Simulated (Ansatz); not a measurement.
The cluster K2I. Charge 0, multiplicity 2. Geometry r2SCAN-D4/def2-TZVP, that of the charge +1 singlet; atoms count from 1.

```tsv
atom	x (Å)	y (Å)	z (Å)
K1	3.0373	1.0643	-0.1613
K2	-3.0372	-1.0646	0.1601
I3	0.0000	0.0003	0.0012
```

In the def2 sets I takes a core potential; there is no spin–orbit coupling. The structure comes from a short search, and lower isomers may exist.

Question: Estimate the Mulliken populations from the PBE0/def2-TZVP orbitals of Ansatz.

Answer: 
| atom | charge (e) | spin (α − β) |
| --- | --- | --- |
| K1 | 0.38 | 0.50 |
| K2 | 0.38 | 0.50 |
| I3 | -0.76 | 0.00 |
Mulliken values and Mayer orders depend strongly on the basis.

Question: Where does the spin sit?

Answer: Summed by element: K 1.00, I 0.00, of 1 unpaired in all. Largest on single atoms: K1 0.50, K2 0.50, I3 0.00.
